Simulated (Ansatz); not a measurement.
`[CH3][Ge]([F])([F])[C]#N` + `CSC(C)C` → `C[S][Ge]([CH3])([F])[F]` + `CC(C)C#N` at 700 K and 1 bar (formal exchange of groups at a Ge–C bond).

Program: Ansatz. Geometries: PBE0-D4/def2-TZVP. ΔE: electronic, gas phase. CCSD(T)/CBS adds triple-zeta CCSD(T) − MP2 to the extrapolated MP2 energy (def2 sets, frozen cores). For Ge outer-core shells are correlated without core-valence functions, which leaves a few kJ/mol of doubt a bond. Scalar relativity is left out up to krypton. Each species was taken in one conformer, which may not be the lowest.

| species | CCSD(T)/CBS energy (Eh) | H − E (kJ/mol) | S (J/(mol·K)) |
| --- | --- | --- | --- |
| `[CH3][Ge]([F])([F])[C]#N` | -2408.38760 | 210.6 | 489.2 |
| `CSC(C)C` | -556.01305 | 437.4 | 485.9 |
| `C[S][Ge]([CH3])([F])[F]` | -2753.31091 | 308.5 | 553.2 |
| `CC(C)C#N` | -211.11809 | 341.8 | 423.7 |

H − E and S are ideal-gas, rigid-rotor, harmonic terms from PBE0-D4/def2-TZVP, for one conformer and one mirror image of each species. 1 Eh = 2625.50 kJ/mol, R = 8.31446 J/(mol·K).

Problem. By hand: ΔE, ΔH, ΔS and ΔG.

Solution. ΔE = (-2753.31091) + (-211.11809) − (-2408.38760) − (-556.01305) = -0.02835 Eh = -74.4 kJ/mol. Δ(H − E) = 308.5 + 341.8 − 210.6 − 437.4 = 2.3, so ΔH = -72.1 kJ/mol. ΔS = 553.2 + 423.7 − 489.2 − 485.9 = 1.8 J/(mol·K). ΔG = -72.1 − 700 × (1.8)/1000 = -73.4 kJ/mol.

Problem. By hand: the equilibrium constant, and the temperature at which ΔG would vanish if ΔH and ΔS stayed fixed.

Solution. log₁₀ K = −ΔG/(RT ln 10) = 5.5. ΔH and −TΔS have one sign here, so there is no such temperature. One of them is within its doubt of zero, so this could turn.

The number of gas molecules stays the same, so ΔS is small and ΔH decides. A doubt of 5 kJ/mol in ΔE shifts log₁₀ K by 0.4 here. Other conformers and mirror images would add mixing entropy, several J/(mol·K) or more a flexible species. Modes under 60 cm⁻¹, often nearly free rotors, make the harmonic entropy too high. These are equilibria of isolated gas molecules and say nothing of rates. Largest T1 diagnostic: 0.013 (customary marks: 0.02 for closed shells, 0.045 for open ones).
